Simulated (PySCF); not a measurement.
# Correlation energy of F(3+) (fluorine, charge +3)

[He] 2s2 2p2, high-spin 3P determinant. All numbers are calculated (PySCF 2.14, the non-relativistic Hamiltonian (point nucleus), in def2-TZVP). Frozen: 1s2; 4 electrons correlated.

MP2 pair energies summed by pair of shells (mhartree):

| pair | energy | share (%) |
| --- | --- | --- |
| 2s-2p | -45.69 | 59.9 |
| 2s-2s | -23.23 | 30.5 |
| 2p-2p | -7.31 | 9.6 |

Total MP2 correlation energy: -76.23 mhartree.

Same-spin part -12.40 and opposite-spin part -63.83 mhartree; SCS-MP2 scales them by 1/3 and 6/5 to -80.73 mhartree.

| level | correlation energy (mhartree) |
| --- | --- |
| CCSD | -98.64 |
| (T) | -1.10 |
| CCSD(T) | -99.74 |

Diagnostics: T1 = 0.0037, D1 = 0.0077, largest double amplitude 0.122.

**Question.** Is a single reference adequate?

**Answer.** Mostly. T1 lies below 0.03, but a double amplitude of this size points to a near-degeneracy that CCSD handles and MP2 describes poorly.
